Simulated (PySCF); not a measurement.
C2H9AlOSi (SMILES [CH3][Al]([CH3])[O][SiH3]), singlet, at a GFN2-xTB geometry (such geometries of metal compounds can be far from the true shape), with bond 8-6 at 2.2 times its length; HF/STO-3G (PySCF).

Here is a job for PySCF.
```python
from pyscf import gto, scf

mol = gto.Mole()
mol.atom = '''
    Al    0.16418219    0.80306897    0.52935491
    C     1.71992852    1.91197601   -0.04275149
    H     2.65378921    1.34370309    0.00714559
    H     1.85268461    2.80857798    0.56567260
    H     1.61632416    2.23576822   -1.08292934
    C    -1.10034460    1.11363958    2.03992938
    H    -1.09292977    0.27495355    2.74276804
    H    -3.36800087    1.30897399    1.25584819
    H    -0.87444355    2.01710462    2.60931924
    O    -0.12203492   -0.58596264   -0.38609585
    Si   -0.39320375   -1.92451346   -1.27014763
    H    -1.59910444   -2.56410911   -0.74057254
    H     0.78190080   -2.78542267   -1.12070468
    H    -0.57786386   -1.49570395   -2.65807554
'''
mol.basis = 'sto-3g'
mol.verbose = 4
mol.build()

mf = scf.RHF(mol)
mf.kernel()
mo_i, mo_e, stable_i, stable_e = mf.stability(internal=True, external=True, return_status=True, nroots=6, tol=1e-6)
print('internally stable:', stable_i, ' externally stable:', stable_e)
if not stable_e:
    umf = mf.to_uhf() if not hasattr(mf, 'xc') else mf.to_uks()
    umf.scf_summary = {}
    umf.kernel(umf.make_rdm1(mo_e, umf.mo_occ))
```

What the program printed (banner, timings and long lists left out):

```
PySCF version 2.14.0

[INPUT] verbose = 4
[INPUT] num. atoms = 14
[INPUT] num. electrons = 56
[INPUT] charge = 0
[INPUT] spin (= nelec alpha-beta = 2S) = 0
[INPUT] symmetry False subgroup None
[INPUT] Mole.unit = angstrom
[INPUT] Symbol           X                Y                Z      unit          X                Y                Z       unit  Magmom
[...]
nuclear repulsion = 265.976823169667
number of shells = 28
number of NR pGTOs = 126
number of NR cGTOs = 42
basis = sto-3g
ecp = {}

******** <class 'pyscf.scf.hf.RHF'> ********
method = RHF
initial guess = minao
damping factor = 0
level_shift factor = 0
DIIS = <class 'pyscf.scf.diis.CDIIS'>
diis_start_cycle = 1
diis_space = 8
diis_damp = 0
SCF conv_tol = 1e-09
SCF conv_tol_grad = None
SCF max_cycles = 50
direct_scf = True
direct_scf_tol = 1e-13
Set gradient conv threshold to 3.16228e-05
Initial guess from minao.
init E= -677.848225787351
cycle= 1 E= -678.15704084937  delta_E= -0.309  |g|= 0.555  |ddm|= 4.12
cycle= 2 E= -678.265845541304  delta_E= -0.109  |g|= 0.248  |ddm|= 1.19
cycle= 3 E= -678.28619712963  delta_E= -0.0204  |g|= 0.0443  |ddm|= 0.381
cycle= 4 E= -678.287116211906  delta_E= -0.000919  |g|= 0.0261  |ddm|= 0.116
cycle= 5 E= -678.287441246372  delta_E= -0.000325  |g|= 0.0053  |ddm|= 0.0476
cycle= 6 E= -678.287467994768  delta_E= -2.67e-05  |g|= 0.00185  |ddm|= 0.0137
cycle= 7 E= -678.287474127853  delta_E= -6.13e-06  |g|= 0.000638  |ddm|= 0.00789
cycle= 8 E= -678.28747484589  delta_E= -7.18e-07  |g|= 0.000171  |ddm|= 0.00283
cycle= 9 E= -678.28747489331  delta_E= -4.74e-08  |g|= 3.23e-05  |ddm|= 0.000813
cycle= 10 E= -678.287474894428  delta_E= -1.12e-09  |g|= 8.12e-06  |ddm|= 0.000107
cycle= 11 E= -678.287474894502  delta_E= -7.4e-11  |g|= 1.51e-06  |ddm|= 3.03e-05
Extra cycle  E= -678.287474894505  delta_E= -2.5e-12  |g|= 6.21e-07  |ddm|= 3.32e-06
converged SCF energy = -678.287474894505
rhf_internal: lowest eigs of H = [0.81653818 1.14305344 1.15395551 1.33836628 1.41532187 1.44495516]
<class 'pyscf.scf.hf.RHF'> wavefunction is stable in the internal stability analysis
rhf_real2complex: lowest eigs of H = [0.10571767 0.17112876 0.2806651  0.28286488 0.30700771 0.34714489]
<class 'pyscf.scf.hf.RHF'> wavefunction is stable in the real -> complex stability analysis
rhf_external: lowest eigs of H = [-0.35825496  0.12154404  0.22509244  0.24066058  0.27049424  0.27739395]
<class 'pyscf.scf.hf.RHF'> wavefunction has an RHF/RKS -> UHF/UKS instability
internally stable: True  externally stable: False

******** <class 'pyscf.scf.uhf.UHF'> ********
method = UHF
initial guess = minao
damping factor = 0
level_shift factor = 0
DIIS = <class 'pyscf.scf.diis.CDIIS'>
diis_start_cycle = 1
diis_space = 8
diis_damp = 0
SCF conv_tol = 1e-09
SCF conv_tol_grad = None
SCF max_cycles = 50
direct_scf = True
direct_scf_tol = 1e-13
number electrons alpha = 28  beta = 28
Set gradient conv threshold to 3.16228e-05
init E= -678.197787679585
cycle= 1 E= -678.399007430991  delta_E= -0.201  |g|= 0.145  |ddm|= 0.806
cycle= 2 E= -678.424225758094  delta_E= -0.0252  |g|= 0.0402  |ddm|= 0.283
cycle= 3 E= -678.426521569862  delta_E= -0.0023  |g|= 0.0137  |ddm|= 0.0733
cycle= 4 E= -678.426853386048  delta_E= -0.000332  |g|= 0.00415  |ddm|= 0.0377
cycle= 5 E= -678.42688318468  delta_E= -2.98e-05  |g|= 0.00242  |ddm|= 0.00995
cycle= 6 E= -678.426899304866  delta_E= -1.61e-05  |g|= 0.000745  |ddm|= 0.0112
cycle= 7 E= -678.426900833814  delta_E= -1.53e-06  |g|= 0.000209  |ddm|= 0.00394
cycle= 8 E= -678.426900937803  delta_E= -1.04e-07  |g|= 9.6e-05  |ddm|= 0.000809
cycle= 9 E= -678.426900962084  delta_E= -2.43e-08  |g|= 4.84e-05  |ddm|= 0.000389
cycle= 10 E= -678.42690096979  delta_E= -7.71e-09  |g|= 1.66e-05  |ddm|= 0.000258
cycle= 11 E= -678.426900970667  delta_E= -8.77e-10  |g|= 5.41e-06  |ddm|= 9.42e-05
Extra cycle  E= -678.426900970712  delta_E= -4.5e-11  |g|= 3.38e-06  |ddm|= 1.05e-05
converged SCF energy = -678.426900970712  <S^2> = 0.95750653  2S+1 = 2.197732
```
